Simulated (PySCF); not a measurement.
Excitations are Tamm–Dancoff values on a coarser integration grid. The basis has no diffuse functions, so Rydberg states are missing or too high.

Cartesian coordinates (Å):
SMILES: CC([SiH]=C)C
```xyz
15

C      2.4673     0.4569    -0.3847
Si     1.2629    -0.6906    -0.0339
C     -0.4994    -0.2846     0.4634
C     -1.5040    -0.9638    -0.4682
C     -0.7265     1.2210     0.5421
H      2.2930     1.5254    -0.3297
H      3.4681     0.1625    -0.6791
H      1.5489    -2.1442    -0.1271
H     -0.6308    -0.7104     1.4674
H     -1.3521    -2.0448    -0.5203
H     -2.5270    -0.7883    -0.1216
H     -1.4270    -0.5674    -1.4845
H     -0.0398     1.6999     1.2430
H     -0.5852     1.6911    -0.4347
H     -1.7483     1.4373     0.8679
```
Charge 0, multiplicity 1.

Problem. What LUMO, S1 excitation (TDA) and HOMO does PBE-D3(BJ)/def2-TZVP // PBE0-D3(BJ)/def2-TZVP (PySCF) give?

Solution. 
```json
{
 "LUMO": "-1.52 eV",
 "S1 excitation (TDA)": "5.38 eV",
 "HOMO": "-5.25 eV"
}
```
